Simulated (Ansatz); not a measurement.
Te₄As⁺, relaxed as a singlet with RKS PBE-D4/def2-SVP in Ansatz, starting from the GFN1-xTB geometry. Force threshold 0.02 eV/Å.

In the def2 sets Te takes a core potential; there is no spin–orbit coupling. The restricted singlet is unstable towards broken spin symmetry in Hartree–Fock (as tested in another run); at PBE-D4/def2-SVP this wasn't settled. Another isomer (singlet) lies 0.62 eV lower at PBE0-D4/def2-TZVP; other spin states weren't run for this one.

Start:

```tsv
atom	x (Å)	y (Å)	z (Å)
As1	0.0635	-1.0898	-0.5794
Te2	-0.0672	1.6007	-1.2607
Te3	0.4157	-1.2377	1.9350
Te4	-2.2180	0.0227	-0.7257
Te5	1.8060	0.7041	0.6307
```

(1) Estimate the energy that the relaxation releases and the steps that it takes.

(2) Does the start keep its bonding and symmetry?

(3) Predict the relaxed structure.

Answers

(1) 54.4 kJ/mol, in 7 steps; 10 s on 4 threads of Arm Neoverse V2 on a shared host. No frequencies were taken in this run, so the end may be a saddle point.

(2) By distances, no bond broke or formed. The bond that changes most is Te2–Te5, from 2.81 to 3.46 Å (atoms count from 1). Point group Cs at the start, C2v at the end, both within 0.05 Å.

(3) 
```
atom   x (Å)   y (Å)   z (Å)
 As1   0.358  -0.976  -0.817
 Te2  -0.302   1.599  -1.509
 Te3   0.122  -1.110   1.916
 Te4  -2.180  -0.008  -0.409
 Te5   2.002   0.496   0.819
```
Bond lengths: 4 × As–Te 2.75 Å; 2 × Te–Te 2.71 Å.
